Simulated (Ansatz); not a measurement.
```yaml
crystal:
  periodic: [false, false, false]
  atoms:
    - {symbol: C, position_ang: [-0.803441, 1.410150, 0.545498]}
    - {symbol: Zn, position_ang: [0.253507, -0.068021, -0.113338]}
    - {symbol: C, position_ang: [1.165914, -1.670956, -0.732674]}
    - {symbol: S, position_ang: [0.265362, -3.010217, -0.573254]}
    - {symbol: H, position_ang: [-1.247004, 1.968332, -0.282310]}
    - {symbol: H, position_ang: [-0.188815, 2.099755, 1.128509]}
    - {symbol: H, position_ang: [-1.612874, 1.050738, 1.184785]}
    - {symbol: H, position_ang: [2.167341, -1.779801, -1.157226]}
basis:
  gaussian: {orbitals: aug-cc-pVDZ, point_charges: [{charge: 0.50, position_ang: [7.111, -0.040, -0.292]}]}
total_charge: 1
magnetization: {spin_polarized: true, initial_magnetization: 1}
hamiltonian: {xc: {name: HF}}
correlation: {method: mp2, frozen_orbitals: {C: 0}}
```

```sh
$ ansatz run in.yaml --threads 4 --pin off --events-out ev --progress --plain --max-ram 10444MiB
```

How does Ansatz answer? (Best estimate.)

Ansatz gave: The program refused the input.
```
Functional definition: HF
Error: "frozen_orbitals" has no count for Zn
```
